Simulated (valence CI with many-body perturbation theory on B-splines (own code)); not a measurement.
The numbers below are computed, except where a source is named.
## Se13+: what each term of the Hamiltonian does

Level of theory: valence CI with perturbative core correlation (CI+MBPT): three valence electrons over a frozen Dirac-Fock core [Ar], a basis of 9 s, 9 p, 10 d, 8 f, 5 g, 3 h, 1 i functions for each j, with the one-electron correlation potential Σ1 (screened to all orders), the two-electron term Σ2, the three-electron term Σ3, Breit, model QED; selected single and double excitations, second order for the rest (own B-spline code, finite nucleus).

No measured spectrum was set against this ion. As an estimate, terms of the open shell hold to 2 to 4 % of their energy, and close levels can change places. Core correlation moves these levels by up to 4200 cm⁻¹, and in measured spectra 5 to 20 % of such shifts remained as error; rates that hang on mixing are uncertain with them. Only levels of the ground parity were solved; by the run's estimate the other parity begins above the list, which can be wrong where configurations are misplaced.

Each rung adds one term. CI alone is the Dirac-Coulomb CI over the frozen core; QED comes last and gives the full result, which names the levels. Energies are above 3d3 4F_3/2 on the same rung, in cm⁻¹.

Names give the largest LS component (configuration and term), which can be under half, so a name can repeat, a term be missing and a line seem to break the LS rules; names also repeat where a configuration has a term twice. Letters in brackets count levels of one name in rising energy.

| Level | CI alone | + Σ1 | + Σ2 | + Σ3 | + Breit | Full |
| --- | --- | --- | --- | --- | --- | --- |
| 3d3 4F_5/2 | 4055 | 4160 | 4301 | 4320 | 3952 | 3968 |
| 3d3 4F_7/2 | 8952 | 9171 | 9435 | 9459 | 8608 | 8641 |
| 3d3 4F_9/2 | 14254 | 14577 | 14925 | 14926 | 13542 | 13591 |
| 3d3 4P_3/2 | 40939 | 41120 | 38098 | 38339 | 38199 | 38207 |
| 3d3 4P_1/2 | 41617 | 41854 | 38819 | 38980 | 38650 | 38666 |
| 3d3 2G_7/2 | 45526 | 45848 | 44864 | 44118 | 43353 | 43380 |
| 3d3 4P_5/2 | 48095 | 48490 | 45703 | 45689 | 44945 | 44985 |
| 3d3 2G_9/2 | 48325 | 48665 | 47670 | 47128 | 46132 | 46163 |
| 3d3 2D_3/2 [a] | 56461 | 56834 | 54482 | 54226 | 53818 | 53847 |
| 3d3 2P_1/2 | 58462 | 58889 | 55971 | 57342 | 56695 | 56733 |
| 3d3 2H_9/2 | 63221 | 63760 | 62830 | 62623 | 61324 | 61378 |
| 3d3 2H_11/2 | 63962 | 64450 | 63368 | 63356 | 61845 | 61890 |
| 3d3 2D_5/2 [a] | 67611 | 68142 | 66169 | 64908 | 63941 | 63991 |
| 3d3 2P_3/2 | 70366 | 71016 | 68910 | 69193 | 68010 | 68082 |
| 3d3 2F_7/2 | 97965 | 98535 | 93725 | 94107 | 93128 | 93166 |
| 3d3 2F_5/2 | 99381 | 99963 | 95134 | 95507 | 94866 | 94905 |
| 3d3 2D_5/2 [b] | 148245 | 149041 | 144505 | 144403 | 143705 | 143751 |
| 3d3 2D_3/2 [b] | 150156 | 150978 | 146056 | 145945 | 145317 | 145365 |

(1) How does the ionisation energy move along the ladder, and which term matters most?

Results:

(1) CI alone 420.66, + Σ1 423.09, + Σ2 427.28, + Σ3 427.29, + Breit 427.21, + QED 427.23 eV. The largest step is Σ2, 4.19 eV. NIST lists 426 ± 3 eV (theoretical).
